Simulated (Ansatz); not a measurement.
```xyz
15

C     1.346    0.670    1.371
C     0.014    0.897    0.666
C    -0.107    0.232   -0.682
N    -0.130   -1.294   -0.593
Al   -1.708   -0.506   -1.530
H     1.374    1.163    2.346
H     2.174    1.060    0.773
H     1.538   -0.394    1.542
H    -0.145    1.970    0.519
H    -0.811    0.571    1.312
H     0.715    0.511   -1.343
H    -0.237   -1.627    0.357
H     0.660   -1.759   -1.019
H    -1.680   -0.798   -3.092
H    -3.004   -0.695   -0.627
```

Charge 0, multiplicity 1. The bonds changed during the relaxation, so this is another structure than the one it started from.

(1) List the r2SCAN/def2-TZVPP orbital energies in eV (Ansatz). (An estimate is asked.)

## Answers

(1) Ansatz gave: Occupied: -1515.78, -386.42, -273.24, -273.12, -272.87, -109.32, -69.62, -69.47, -69.45, -24.15, -20.21, -17.33, -15.28, -13.76, -12.43, -11.39, -10.29, -10.03, -9.52, -8.69, -8.47, -7.78, -6.79, -5.52. Lowest empty: -0.23, 0.53, 1.46, 1.55, 1.90, 2.21, 2.26, 2.66.
